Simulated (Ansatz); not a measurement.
`Cl[SiH2][O][SnH3]` + `C=C=N` → `C=C=N[SiH2]Cl` + `[OH][SnH3]`  (ligand exchange at the Si–O bond)

Isolated molecules relaxed with PBE0-D4/def2-TZVP in Ansatz; ΔE leaves out vibrations. CCSD(T)/CBS is the MP2 limit (def2-TZVPP, def2-QZVPP) plus CCSD(T) − MP2 in def2-TZVPP, frozen cores. This one scheme is used for every species. Functionals use def2-TZVPP. def2 core potentials past Kr. For Sn outer-core shells are correlated without core-valence functions, which leaves a few kJ/mol of doubt a bond. One conformer a species, not always the lowest.

`Cl[SiH2][O][SnH3]`:

```xyz
9

Cl    0.308   -0.326    2.386
Si   -1.223    0.153    1.074
O    -0.651    0.235   -0.428
Sn    1.101   -0.098   -1.280
H    -2.236   -0.918    1.211
H    -1.761    1.459    1.517
H     1.510   -1.713   -0.938
H     0.766    0.176   -2.924
H     2.185    1.032   -0.617
```

`C=C=N`:

Cartesian coordinates in Å:
```
C 0.433 0.868 0.025
C -0.181 -0.271 -0.146
N -0.774 -1.299 -0.417
H -0.114 1.735 0.369
H 1.495 0.947 -0.165
H -0.859 -1.980 0.334
```

`C=C=N[SiH2]Cl`:

```xyz
9

C     0.730    2.059   -0.240
C     0.600    0.761   -0.318
N     0.524   -0.440   -0.420
Si   -0.527   -1.678    0.148
Cl   -2.058   -0.957    1.307
H     1.312    2.499    0.558
H     0.248    2.696   -0.969
H     0.281   -2.601    0.968
H    -1.111   -2.339   -1.035
```

`[OH][SnH3]`:

Z-matrix (Å, degrees):
```
Sn
O 1 1.970
H 1 1.709 2 108.5
H 1 1.698 2 103.1 3 119.8
H 1 1.709 2 108.5 3 -120.5
H 2 0.959 1 113.2 3 60.0
```

Task: Is it downhill or uphill in electronic energy at CCSD(T)/CBS, and by how much? (Estimate.)

Result: Computed: Uphill: ΔE = +0.64 eV.

Task: What do these levels give: ωB97X-V, B2PLYP, MP2/def2-TZVPP, SCS-MP2/def2-TZVPP, CCSD/def2-TZVPP, CCSD/CBS(def2)? (Estimate.)

Result: Ansatz gave: ωB97X-V 0.63, B2PLYP 0.59, MP2/def2-TZVPP 0.59, SCS-MP2/def2-TZVPP 0.62, CCSD/def2-TZVPP 0.66, CCSD/CBS(def2) 0.66 eV.

Largest T1 diagnostic among the species: 0.015.

In def2-TZVPP, CCSD(T) changes the Hartree–Fock value by −0.04 eV (the triples alone add −0.02 eV) and MP2 by −0.09 eV. From PBE to PBE0 (25 % exact exchange), in def2-TZVPP and without D4, ΔE moves by +0.04 eV.
